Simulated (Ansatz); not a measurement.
A structure relaxed at PBE0-D4/def2-SVP in Ansatz, charge 0, singlet:

```xyz
16

K     1.285   -1.835   -2.322
K    -1.714   -2.560    1.058
K    -1.256    1.828    2.353
K     1.721    2.554   -1.048
N    -0.177   -3.535   -0.885
N    -2.532   -0.503    2.539
N     0.523    3.416    1.169
N     2.189    0.621   -2.818
H     0.438   -4.263   -0.496
H    -0.759   -4.096   -1.523
H    -2.556   -0.792    3.526
H    -3.533   -0.345    2.359
H     1.244    3.688    1.852
H     0.087    4.328    0.977
H     1.839    0.921   -3.738
H     3.200    0.573   -3.002
```

(1) Give its formula, name or SMILES.

(2) Summarise the bond lengths by kind (pairs closer than 1.2 times the sum of covalent radii, bridged metal pairs left out).

Answers

(1) (KNH2)4 ring (K₄N₄H₈).

(2) 8 × K–N 2.66 Å; 8 × H–N 1.03 Å.

Another isomer (singlet) lies 1.07 eV lower at PBE0-D4/def2-TZVP; other spin states weren't run for this one.
